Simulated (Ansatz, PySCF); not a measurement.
Reaction (SMILES): [Se]=C=[Se] → [Se]=C=[Se] as doublet, charge -1 (an electron is taken up)
Each molecule is optimised on its own at B3LYP-D3(BJ)/def2-TZVP (Ansatz, a program for electronic structure).

Quantity: adiabatic electron affinity (electronic energy difference), positive where the reaction releases energy, in eV. Valence correlation only, unless marked. UHF or UKS for open shells. Spin-orbit coupling is left out. The frozen core is the preceding noble-gas configuration, with the filled d and f shells of earlier blocks. Non-relativistic. Anions need diffuse functions: aug- sets have them; def2-D sets add few; the other sets have none. Basis-set limits of correlation are two-point, X^-3; Hartree-Fock from the larger set. The bracket is a focal-point correction in the basis named.

RI-MP2/CBS(aug-cc-pVTZ,aug-cc-pVQZ)+[CCSD(T)-MP2]/aug-cc-pVTZ (Ansatz) gives 0.84 eV.

Task: Another calculation gave 0.87 eV. Which level was it?
A) LC-wPBE/def2-TZVPD (Ansatz)
B) B2GP-PLYP/def2-TZVPD (Ansatz)
C) PBE0/def2-TZVPD (Ansatz)
D) M06-L/def2-TZVPD (PySCF)

Result: C, PBE0/def2-TZVPD (Ansatz). The others give 0.68 (B2GP-PLYP), 1.07 (LC-wPBE), 0.49 (M06-L) eV.
